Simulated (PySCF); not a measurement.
BrF3: a base run and its variants

Base input, run as `OMP_NUM_THREADS=1 python input.py` with PySCF 2.14:

```python
from pyscf import gto, dft

mol = gto.M(
    atom='Br 0 0 -0.2775; F 0 0 1.4447; F 1.804 0 -0.1452; F -1.804 0 -0.1452',
    basis='jorge-dzp',
    charge=0,
    spin=0,
    verbose=4,
)
mf = dft.RKS(mol, xc='pw6b95')
mf.kernel()
mf.dip_moment()
print('orbital energies (hartree):', mf.mo_energy[..., max(0, mol.nelec[1]-3):mol.nelec[0]+3].round(4))
```

Base result: E(SCF) = -2874.874858 Eh, 11 cycles, μ(SCF) = 1.91 D. 

Run time: 16 s on 1 thread of Arm Neoverse N1 (shared host), peak memory 0.43 GiB.

Each row names what differs from the base; energies in brackets are changes from the base.

```tsv
change	result	wall time (s)
basis set: jorge-dzp → 6-31g	E(SCF) = -2874.462262 Eh (+11.2273 eV), 10 cycles, μ(SCF) = 1.82 D	7.8
electric field along z (a.u.): none → 0.2 [unsound on purpose] [may be another electronic state]	E(SCF) = -2875.133183 Eh (-7.0294 eV), 13 cycles, μ(SCF) = 8.61 D	18
functional: pw6b95 → camb3lyp	E(SCF) = -2873.494153 Eh, 11 cycles, μ(SCF) = 1.93 D	19
density fitting: none → weigend [this fitting set is unfit for the basis or for exact exchange; a fit set errs by some meV]	E(SCF) = -2868.844782 Eh, 11 cycles, μ(SCF) = 1.91 D	15
point-group symmetry: off → on	E(SCF) = -2874.874858 Eh (+0.0000 eV), 11 cycles, μ(SCF) = 1.91 D	16
step after the SCF: none → mp2; SCF type: RKS → RHF; functional: pw6b95 → none (Hartree–Fock); frozen orbitals: default → 12	E(SCF) = -2870.410761 Eh, 12 cycles, E(MP2) − E(SCF) = -0.95898 Eh, μ(SCF) = 2.02 D	3.2
functional: pw6b95 → lc_wpbe	E(SCF) = -2872.904143 Eh, 11 cycles, μ(SCF) = 1.90 D	19
spin-free X2C: off → on [basis contracted without relativity]	E(SCF) = -2904.316046 Eh, 10 cycles, μ(SCF) = 1.99 D	15
```
